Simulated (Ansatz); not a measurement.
Born–Oppenheimer molecular dynamics of FGe2H7S (11 atoms, charge 0, multiplicity 1). It starts at the highest image of a converged band. Of that band: Neighbouring images differ by up to 1.7 eV, so the band resolves the path poorly. A vibrational analysis at the climbing image gives one clearly imaginary mode, 394i cm⁻¹: a first-order saddle point.

Level of theory: RHF/def2-SVP (Ansatz 0.2.0).

```
ensemble                      : NVE (velocity Verlet)
time step                     : 0.5 fs
steps asked                   : 200
starting velocities drawn for : 100 K
seed                          : 8114
```

Frames 0.5 fs apart, positions in Å, forces in eV/Å.

Velocities at 40 fs (Å/ps):

```
Ge -0.96 1.74 3.59
F -3.39 2.65 -13.84
H -2.10 -12.72 -7.10
H 5.90 1.26 -33.06
Ge -0.42 0.13 -0.25
H -8.05 -10.38 -9.72
H 9.50 1.25 -0.88
H 2.63 -0.04 4.69
S 4.08 -5.15 0.40
H 2.63 -13.93 -9.08
H 23.09 13.84 62.83
```

```xyz
11
Properties=species:S:1:pos:R:3:forces:R:3 time_fs=40 energy_less_start_eV=-0.577 T=595
Ge -0.054 -0.217 -0.093 0.31 1.27 2.40
F 0.186 -0.091 1.876 -1.14 0.56 -2.81
H 1.355 0.172 -0.623 -0.55 -0.26 0.08
H -0.958 1.016 -0.116 -0.06 0.28 -0.08
Ge -1.381 -1.980 -1.183 0.36 -0.49 0.66
H -2.292 -2.703 -0.150 0.23 0.23 -0.29
H -2.214 -1.284 -2.239 -0.22 0.13 -0.24
H -0.409 -2.986 -1.817 -0.15 0.01 -0.02
S 1.530 -2.298 1.147 1.61 -2.99 -1.53
H 0.582 -3.154 1.523 -0.07 -0.07 0.10
H 1.192 -1.370 1.943 -0.33 1.33 1.73
11
Properties=species:S:1:pos:R:3:forces:R:3 time_fs=40.5 energy_less_start_eV=-0.669 T=673
Ge -0.054 -0.216 -0.092 0.32 1.20 2.33
F 0.184 -0.090 1.869 -1.14 0.57 -2.77
H 1.353 0.166 -0.626 -0.53 -0.24 0.08
H -0.955 1.017 -0.133 -0.08 0.31 -0.06
Ge -1.381 -1.980 -1.183 0.37 -0.51 0.71
H -2.296 -2.708 -0.155 0.24 0.25 -0.29
H -2.210 -1.283 -2.240 -0.24 0.15 -0.26
H -0.408 -2.986 -1.815 -0.14 0.01 -0.03
S 1.532 -2.301 1.147 1.31 -2.28 -0.89
H 0.584 -3.161 1.519 -0.03 -0.01 0.10
H 1.203 -1.362 1.977 -0.09 0.57 1.07
11
Properties=species:S:1:pos:R:3:forces:R:3 time_fs=41 energy_less_start_eV=-0.737 T=732
Ge -0.055 -0.215 -0.090 0.30 1.13 2.26
F 0.182 -0.088 1.862 -1.13 0.58 -2.71
H 1.350 0.159 -0.630 -0.49 -0.23 0.08
H -0.952 1.018 -0.149 -0.08 0.32 -0.03
Ge -1.381 -1.980 -1.183 0.38 -0.51 0.74
H -2.299 -2.712 -0.161 0.24 0.25 -0.29
H -2.206 -1.282 -2.241 -0.25 0.15 -0.28
H -0.407 -2.986 -1.813 -0.13 0.01 -0.03
S 1.534 -2.304 1.147 1.03 -1.59 -0.25
H 0.585 -3.168 1.515 0.02 0.04 0.10
H 1.214 -1.352 2.013 0.12 -0.15 0.41
11
Properties=species:S:1:pos:R:3:forces:R:3 time_fs=41.5 energy_less_start_eV=-0.777 T=766
Ge -0.055 -0.214 -0.088 0.25 1.07 2.19
F 0.180 -0.087 1.854 -1.12 0.58 -2.65
H 1.346 0.151 -0.633 -0.42 -0.20 0.07
H -0.950 1.021 -0.166 -0.08 0.32 0.00
Ge -1.382 -1.980 -1.183 0.39 -0.49 0.74
H -2.301 -2.716 -0.168 0.23 0.25 -0.27
H -2.202 -1.281 -2.243 -0.25 0.15 -0.28
H -0.407 -2.986 -1.810 -0.12 0.00 -0.04
S 1.536 -2.307 1.147 0.80 -1.01 0.35
H 0.586 -3.175 1.511 0.06 0.10 0.10
H 1.225 -1.342 2.050 0.28 -0.77 -0.21
11
Properties=species:S:1:pos:R:3:forces:R:3 time_fs=42 energy_less_start_eV=-0.794 T=781
Ge -0.056 -0.213 -0.086 0.17 1.02 2.13
F 0.178 -0.085 1.846 -1.11 0.58 -2.59
H 1.341 0.142 -0.636 -0.34 -0.18 0.05
H -0.947 1.024 -0.183 -0.07 0.31 0.03
Ge -1.382 -1.980 -1.183 0.39 -0.45 0.72
H -2.303 -2.719 -0.175 0.20 0.24 -0.24
H -2.200 -1.279 -2.246 -0.24 0.14 -0.26
H -0.407 -2.986 -1.808 -0.11 -0.01 -0.05
S 1.538 -2.310 1.148 0.62 -0.53 0.86
H 0.587 -3.182 1.507 0.10 0.15 0.10
H 1.237 -1.335 2.087 0.39 -1.27 -0.74
11
Properties=species:S:1:pos:R:3:forces:R:3 time_fs=42.5 energy_less_start_eV=-0.796 T=783
Ge -0.056 -0.212 -0.084 0.07 0.99 2.06
F 0.176 -0.084 1.837 -1.09 0.58 -2.53
H 1.335 0.134 -0.638 -0.25 -0.15 0.02
H -0.945 1.028 -0.200 -0.06 0.28 0.05
Ge -1.382 -1.980 -1.183 0.39 -0.39 0.68
H -2.305 -2.721 -0.183 0.17 0.22 -0.20
H -2.198 -1.277 -2.249 -0.22 0.12 -0.24
H -0.407 -2.986 -1.806 -0.10 -0.01 -0.06
S 1.541 -2.313 1.148 0.50 -0.17 1.28
H 0.589 -3.189 1.504 0.13 0.19 0.11
H 1.250 -1.330 2.121 0.46 -1.65 -1.17
11
Properties=species:S:1:pos:R:3:forces:R:3 time_fs=43 energy_less_start_eV=-0.794 T=782
Ge -0.056 -0.211 -0.081 -0.06 0.97 2.00
F 0.173 -0.082 1.828 -1.08 0.58 -2.47
H 1.328 0.125 -0.641 -0.14 -0.12 -0.01
H -0.943 1.033 -0.216 -0.03 0.24 0.08
Ge -1.382 -1.980 -1.183 0.38 -0.32 0.62
H -2.306 -2.723 -0.191 0.13 0.19 -0.16
H -2.196 -1.274 -2.253 -0.18 0.09 -0.20
H -0.407 -2.986 -1.805 -0.08 -0.02 -0.07
S 1.543 -2.316 1.148 0.42 0.10 1.61
H 0.591 -3.195 1.500 0.15 0.22 0.11
H 1.264 -1.329 2.153 0.50 -1.93 -1.52
11
Properties=species:S:1:pos:R:3:forces:R:3 time_fs=43.5 energy_less_start_eV=-0.797 T=785
Ge -0.057 -0.210 -0.079 -0.21 0.97 1.93
F 0.171 -0.080 1.819 -1.06 0.57 -2.41
H 1.321 0.115 -0.644 -0.03 -0.09 -0.04
H -0.941 1.038 -0.233 0.00 0.19 0.10
Ge -1.382 -1.980 -1.183 0.38 -0.23 0.55
H -2.307 -2.725 -0.200 0.08 0.16 -0.10
H -2.195 -1.271 -2.257 -0.14 0.06 -0.15
H -0.407 -2.986 -1.803 -0.06 -0.03 -0.09
S 1.546 -2.319 1.148 0.37 0.28 1.86
H 0.593 -3.200 1.498 0.17 0.24 0.12
H 1.279 -1.333 2.182 0.51 -2.11 -1.77
11
Properties=species:S:1:pos:R:3:forces:R:3 time_fs=44 energy_less_start_eV=-0.812 T=799
Ge -0.057 -0.208 -0.077 -0.37 0.98 1.86
F 0.168 -0.078 1.810 -1.05 0.55 -2.35
H 1.314 0.106 -0.647 0.09 -0.06 -0.08
H -0.939 1.044 -0.249 0.04 0.13 0.13
Ge -1.382 -1.980 -1.183 0.37 -0.14 0.46
H -2.308 -2.726 -0.209 0.02 0.12 -0.04
H -2.194 -1.268 -2.262 -0.10 0.02 -0.10
H -0.408 -2.986 -1.802 -0.05 -0.04 -0.10
S 1.548 -2.322 1.149 0.36 0.40 2.03
H 0.596 -3.205 1.495 0.17 0.24 0.13
H 1.295 -1.342 2.206 0.50 -2.21 -1.94
11
Properties=species:S:1:pos:R:3:forces:R:3 time_fs=44.5 energy_less_start_eV=-0.845 T=827
Ge -0.058 -0.207 -0.074 -0.53 1.00 1.77
F 0.165 -0.076 1.800 -1.03 0.53 -2.28
H 1.308 0.096 -0.650 0.21 -0.04 -0.11
H -0.937 1.050 -0.265 0.08 0.07 0.15
Ge -1.383 -1.980 -1.183 0.37 -0.04 0.37
H -2.308 -2.727 -0.218 -0.04 0.08 0.02
H -2.193 -1.266 -2.267 -0.05 -0.01 -0.04
H -0.409 -2.986 -1.800 -0.03 -0.05 -0.11
S 1.551 -2.325 1.150 0.37 0.46 2.13
H 0.599 -3.209 1.492 0.17 0.24 0.14
H 1.312 -1.357 2.225 0.48 -2.24 -2.04
11
Properties=species:S:1:pos:R:3:forces:R:3 time_fs=45 energy_less_start_eV=-0.897 T=871
Ge -0.058 -0.206 -0.072 -0.68 1.03 1.67
F 0.162 -0.074 1.790 -1.00 0.50 -2.20
H 1.301 0.086 -0.653 0.31 -0.01 -0.14
H -0.935 1.056 -0.281 0.11 0.00 0.18
Ge -1.383 -1.980 -1.183 0.37 0.07 0.27
H -2.309 -2.728 -0.227 -0.10 0.03 0.08
H -2.193 -1.263 -2.272 0.00 -0.05 0.02
H -0.410 -2.986 -1.800 -0.01 -0.05 -0.11
S 1.553 -2.328 1.150 0.41 0.46 2.14
H 0.602 -3.213 1.490 0.15 0.22 0.15
H 1.331 -1.376 2.240 0.44 -2.19 -2.05
11
Properties=species:S:1:pos:R:3:forces:R:3 time_fs=45.5 energy_less_start_eV=-0.966 T=931
Ge -0.059 -0.205 -0.069 -0.82 1.06 1.55
F 0.159 -0.072 1.780 -0.96 0.47 -2.10
H 1.296 0.076 -0.657 0.40 0.01 -0.17
H -0.933 1.062 -0.296 0.15 -0.06 0.20
Ge -1.383 -1.980 -1.183 0.36 0.16 0.18
H -2.310 -2.728 -0.235 -0.15 -0.01 0.14
H -2.192 -1.260 -2.277 0.04 -0.09 0.08
H -0.410 -2.987 -1.799 0.00 -0.06 -0.12
S 1.556 -2.331 1.151 0.46 0.40 2.07
H 0.606 -3.216 1.489 0.13 0.20 0.16
H 1.351 -1.401 2.249 0.39 -2.07 -1.98
```

Of the whole run (100 fs, mean temperature of the second half 1130 K): The conserved energy stayed within 0.29 meV per atom of its start (net change -0.26 meV per atom), so the integration is sound. The kinetic energy rose, since the run started high on the potential surface and went downhill. It ends in pieces (FGe2H5 + H2S), so much of that is their flight and rotation, not heat. A run of 0.1 ps of so small a system gives no equilibrium averages. The orbitals stay closed-shell, which can raise the energy where a bond breaks towards radicals; this wasn't checked here.

Run time: 3.5 min on 4 threads of Intel(R) Xeon(R) 6975P-C (Granite Rapids), with other jobs on the host, peak memory 0.39 GiB.
